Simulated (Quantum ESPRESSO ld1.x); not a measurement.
Values are calculated unless marked as measured or tabulated.
Problem. Species: Tc. Configuration: [Kr] 4d5 5s2. Level of theory: Dirac Kohn-Sham, PBEsol, spin-unpolarised, spherical densities, point nucleus; open shells fill j = l - 1/2 first (ld1.x of Quantum ESPRESSO 7.5). Some entries of the table are withheld. Estimate them.

orbital  occ.  eigenvalue (hartree)  r(max) (bohr)
1s1/2       2              -766.051        0.02229
2s1/2       2              -109.272            (1)
2p1/2       2              -100.779        0.09816
2p3/2       4              -96.4373         0.1021
3s1/2       2              -19.0205         0.3727
3p1/2       2              -15.7573         0.3596
3p3/2       4              -15.0310         0.3690
3d3/2       4              -9.25354         0.3097
3d5/2       6              -9.11389         0.3124
4s1/2       2              -2.68852         0.9489
4p1/2       2              -1.73452          1.006
4p3/2       4              -1.62576          1.031
4d3/2       4              -0.24886            (2)
4d5/2       1              -0.23838            (3)
5s1/2       2              -0.18614          2.735

Solution. 
(1) 2s1/2 r(max) (bohr): 0.1263
(2) 4d3/2 r(max) (bohr): 1.266
(3) 4d5/2 r(max) (bohr): 1.278
